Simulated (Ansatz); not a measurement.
`C[S][Al]([CH3])[F]` + H₂O → `[CH3][Al]([OH])[F]` + CH₃SH  (formal hydrolysis of the Al–S bond)

Calculated with Ansatz (gas phase, PBE0-D4/def2-TZVP geometries, no zero-point term in ΔE). CCSD(T)/CBS is the MP2 limit (def2-TZVPP, def2-QZVPP) plus CCSD(T) − MP2 in def2-TZVPP, frozen cores. This one scheme is used for every species. Each species was taken in one conformer, which may not be the lowest.

`C[S][Al]([CH3])[F]`:

```xyz
11

C     1.651    1.054   -0.277
S     0.705    0.638   -1.780
Al   -0.945   -0.485   -0.937
C    -1.192   -0.844    0.953
F    -2.040   -1.046   -2.037
H     2.638    0.601   -0.346
H     1.162    0.701    0.630
H     1.755    2.137   -0.222
H    -1.293    0.080    1.530
H    -0.347   -1.397    1.374
H    -2.094   -1.439    1.111
```

H₂O:

Cartesian coordinates in Å:
```
O -0.024 0.290 0.258
H -0.626 0.100 -0.465
H 0.650 -0.391 0.207
```

`[CH3][Al]([OH])[F]`:

Cartesian coordinates in Å:
```
C -0.779 0.043 1.007
Al 0.176 -0.165 -0.657
O 1.752 0.420 -0.823
F -0.520 -0.917 -1.955
H -0.907 1.102 1.249
H -0.220 -0.405 1.833
H -1.767 -0.420 0.971
H 2.265 0.343 -1.626
```

CH₃SH:

Z-matrix (Å, degrees):
```
C
S 1 1.806
H 1 1.089 2 111.5
H 1 1.089 2 111.5 3 -123.8
H 1 1.090 2 106.2 3 118.1
H 2 1.342 1 97.1 3 61.9
```

```csv
species,MP2/def2-TZVPP energy (Eh)
`C[S][Al]([CH3])[F]`,-819.20283
H₂O,-76.32349
`[CH3][Al]([OH])[F]`,-457.42438
CH₃SH,-438.11556
```

Work out ΔE.

ΔE = (-457.42438) + (-438.11556) − (-819.20283) − (-76.32349) = -0.01362 Eh = -0.37 eV. CCSD(T)/CBS gives -0.33 eV.

Largest T1 diagnostic among the species: 0.012.

The D4 term adds +0.08 eV with B3LYP and +0.05 eV with PBE0; it sums over pairs of atoms, weighted by their polarisabilities, and B3LYP, whose exchange is more repulsive, gets the larger term. In def2-TZVPP, CCSD(T) changes the Hartree–Fock value by +0.12 eV (the triples alone add +0.03 eV) and MP2 by +0.14 eV.

B3LYP here is the variant with VWN-RPA as its local correlation; programs differ in this.
